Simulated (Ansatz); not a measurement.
Method: frozen-core CCSD(T)/cc-pVTZ // PBE0-D3(BJ)/def2-TZVP (Ansatz, a program for electronic structure).

Ansatz 0.2 input:
```yaml
crystal:
  periodic: [false, false, false]
  atoms:
    - { symbol: S, position_ang: [1.625556, -0.707316, -0.479535] }
    - { symbol: Ge, position_ang: [-0.416066, -0.04594, -0.052535] }
    - { symbol: Cl, position_ang: [-1.728695, -1.347081, -1.096832] }
    - { symbol: Cl, position_ang: [-0.767598, 1.956634, -0.685446] }
    - { symbol: Cl, position_ang: [-0.870189, -0.118191, 2.026625] }
    - { symbol: H, position_ang: [2.156991, 0.261892, 0.287722] }
basis:
  gaussian: { orbitals: cc-pVTZ }
correlation:
  method: ccsd_t
```

Output:

```
Functional definition: HF
1170 factors; integrals over basis functions are off by at most 5.6e-4 eV
mean field evaluation 1: about -104823.3989 eV, gradient 2.5e1 eV
mean field evaluation 2: about -104823.5993 eV, gradient 2.6e1 eV
mean field evaluation 4: about -104825.5614 eV, gradient 2.5e0 eV
mean field evaluation 8: about -104825.6068 eV, gradient 2.1e-1 eV
mean field evaluation 16: about -104824.6845 eV, gradient 1.6e1 eV
mean field -104825.60711968 eV, -3852.2700082997 hartree, gradient 4.2e-6 eV, S^2 0.000000; 0 other end points of the search recorded, 0 dependent functions left out
29 core orbitals not correlated
reference -104825.60711968 eV, -3852.2700082997 hartree; 21, 21 occupied and 143, 143 virtual orbitals, 1170 factors
second order -25.02125164 eV of doubles, -0.00000000 eV of singles
cycle   1  -25.92320975 eV  change   -9.0e-1 eV  update   1.0e-1
cycle   2  -26.51851527 eV  change   -6.0e-1 eV  update   2.8e-2
cycle   3  -26.61543860 eV  change   -9.7e-2 eV  update   1.3e-2
cycle   4  -26.60423396 eV  change    1.1e-2 eV  update   2.7e-3
cycle   5  -26.60330254 eV  change    9.3e-4 eV  update   1.0e-3
cycle   6  -26.60302908 eV  change    2.7e-4 eV  update   2.7e-4
cycle   7  -26.60291927 eV  change    1.1e-4 eV  update   9.6e-5
cycle   8  -26.60294953 eV  change   -3.0e-5 eV  update   3.0e-5
perturbative correction -1.22474730 eV, -0.0450086329 hartree
Total energy: -104853.43481650 eV, -3853.2926572957 hartree
```

Cost: around 3 core-minutes (rough).
